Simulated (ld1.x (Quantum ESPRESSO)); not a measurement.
Logarithmic derivatives: titanium, TM

```json
{"Element": "Ti", "Generator": "ld1.x (Quantum ESPRESSO) 7.5", "Type": "norm-conserving Troullier–Martins (Kleinman–Bylander form)", "Functional": "PBE", "Relativity": "scalar-relativistic", "Frozen core": "[Ne] 3s2", "Valence charge": "10", "Reference configuration": "3p6 3d2 4s2 4p0", "Partial waves": "3p (bound): rc 1.10 bohr; 3d (bound): rc 1.65 bohr; 4s (bound): rc 2.15 bohr", "Local potential": "the s channel", "Core correction": "Bessel-smoothed model core inside 0.70 bohr"}
```

The phase is arctan(r·u′/u) with u = r·R(r), unwrapped; energies in Ry, scanned from -5 to 5 Ry. A pole is an energy at which the radial function vanishes at the test radius. The pseudo phase is shifted by a multiple of π to meet the all-electron one at the reference energy, and phase errors are pseudo minus all-electron; the curves can meet again beyond the range given. Levels narrower than the energy grid can be missing from the lists of poles.

Question: For each channel, where are the poles, and over which energies does the pseudopotential scatter like the atom?

Answer:

| channel | radius (bohr) | reference energy (Ry) | poles, all-electron | poles, pseudo | unbroken range about the reference energy with phases within 0.05 rad | phase error 1 Ry above the reference energy (rad) |
| --- | --- | --- | --- | --- | --- | --- |
| s | 2.35 | -0.33 | -4.53, 3.74 | 1.84 | -4.0 to 0.2 | -0.139 |
| p | 2.35 | -2.86 | -2.72, 4.75 | -2.71 | -3.0 to -1.2 | +0.028 |
| d | 2.35 | -0.31 | 0.13 | 0.18 | below 0.5 | +0.063 |

Phases in the p channel:

```
E (Ry)  all-electron  pseudo
 -5.00         1.354   1.361
 -4.74         1.345   1.353
 -4.48         1.333   1.342
 -4.22         1.319   1.329
 -3.96         1.300   1.312
 -3.70         1.270   1.286
 -3.44         1.216   1.236
 -3.18         1.054   1.086
 -2.92        -0.870  -0.858
 -2.66        -1.619  -1.611
 -2.40        -1.723  -1.707
 -2.14        -1.771  -1.750
 -1.88        -1.805  -1.777
 -1.62        -1.834  -1.799
 -1.36        -1.864  -1.820
 -1.10        -1.895  -1.840
 -0.84        -1.932  -1.861
 -0.58        -1.976  -1.884
 -0.32        -2.032  -1.909
 -0.06        -2.107  -1.938
  0.20        -2.211  -1.973
  0.46        -2.365  -2.014
  0.72        -2.603  -2.065
  0.98        -2.962  -2.130
  1.24        -3.409  -2.214
  1.50        -3.803  -2.326
  1.76        -4.073  -2.481
  2.02        -4.247  -2.692
  2.28        -4.363  -2.971
  2.54        -4.444  -3.295
  2.80        -4.504  -3.604
  3.06        -4.551  -3.855
  3.32        -4.588  -4.040
  3.58        -4.618  -4.174
  3.84        -4.644  -4.273
  4.10        -4.666  -4.347
  4.36        -4.686  -4.405
  4.62        -4.704  -4.451
  4.88        -4.721  -4.488
```
